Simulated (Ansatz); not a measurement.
Reaction (substitution at a C–C bond): `C=CCC[SiH3]` + `BN[SiH3]` → `BN([SiH3])C=C` + `CC[SiH3]`

Calculated with Ansatz (gas phase, PBE0-D4/def2-TZVP geometries, no zero-point term in ΔE). CCSD(T)/CBS is the MP2 limit (def2-TZVPP, def2-QZVPP) plus CCSD(T) − MP2 in def2-TZVPP, frozen cores. DFT in def2-TZVPP. B3LYP here is the variant with VWN-RPA as its local correlation; programs differ in this. Each species was taken in one conformer, which may not be the lowest.

`C=CCC[SiH3]`:

Z-matrix (Å, degrees):
```
C
C 1 1.493
C 1 1.533 2 112.7
H 1 1.097 2 109.2 3 -121.2
H 1 1.094 2 109.2 3 122.5
C 2 1.326 1 125.0 3 -119.9
H 2 1.089 1 116.0 3 59.0
Si 3 1.882 1 114.4 2 60.3
H 3 1.095 1 109.7 2 -178.2
H 3 1.096 1 110.2 2 -61.9
H 6 1.084 2 121.7 1 179.2
H 6 1.086 2 121.3 1 -0.8
H 8 1.489 3 110.0 1 47.7
H 8 1.486 3 112.2 1 -73.2
H 8 1.489 3 109.4 1 166.8
```

`BN[SiH3]`:

Cartesian coordinates in Å:
```
B -0.366 0.700 1.344
N 0.100 0.646 0.026
Si 0.222 -0.775 -0.980
H -0.728 -0.312 1.873
H -0.396 1.750 1.919
H 0.397 1.521 -0.385
H -0.602 -0.613 -2.207
H -0.258 -1.928 -0.185
H 1.631 -0.989 -1.405
```

`BN([SiH3])C=C`:

```xyz
13

B    -0.058   -1.813   -0.696
N    -0.004   -0.500   -0.190
Si    1.532    0.223    0.294
C    -1.180    0.256   -0.065
C    -1.266    1.499    0.396
H    -1.121   -2.264   -1.013
H     0.950   -2.444   -0.797
H     1.786    1.447   -0.507
H     2.587   -0.784    0.057
H     1.480    0.598    1.730
H    -2.070   -0.275   -0.388
H    -0.407    2.070    0.730
H    -2.230    1.987    0.449
```

`CC[SiH3]`:

Cartesian coordinates in Å:
```
C -1.196 -0.629 0.440
C -0.375 0.603 0.070
Si 1.378 0.198 -0.462
H -2.210 -0.360 0.745
H -0.739 -1.179 1.267
H -1.279 -1.320 -0.403
H -0.322 1.296 0.916
H -0.858 1.156 -0.743
H 1.365 -0.697 -1.653
H 2.104 -0.503 0.633
H 2.131 1.435 -0.810
```

```tsv
level	ΔE (kcal/mol)	difference from CCSD(T)/CBS
PBE-D4	1.2	-2.0
r2SCAN-D4	1.8	-1.4
PBE0-D4	2.0	-1.2
B3LYP-D4	2.0	-1.2
ωB97X-V	2.9	-0.3
ωB97M-V	3.0	-0.2
B2PLYP	2.6	-0.6
PBE	1.4	-1.8
r2SCAN	1.8	-1.4
PBE0	2.1	-1.1
B3LYP	2.4	-0.8
HF/def2-TZVPP	4.4	1.2
MP2/def2-TZVPP	2.9	-0.3
SCS-MP2/def2-TZVPP	3.3	0.1
CCSD/def2-TZVPP	3.5	0.3
CCSD(T)/def2-TZVPP	3.0	-0.2
HF/def2-QZVPP	4.4	1.2
MP2/def2-QZVPP	3.0	-0.2
SCS-MP2/def2-QZVPP	3.4	0.2
HF/CBS(def2)	4.4	1.2
MP2/CBS(def2)	3.1	-0.1
CCSD/CBS(def2)	3.6	0.4
CCSD(T)/CBS	3.2	0
```

Largest T1 diagnostic among the species: 0.013.

In def2-TZVPP, CCSD(T) changes the Hartree–Fock value by −1.4 kcal/mol (the triples alone add −0.5 kcal/mol) and MP2 by −1.5 kcal/mol.
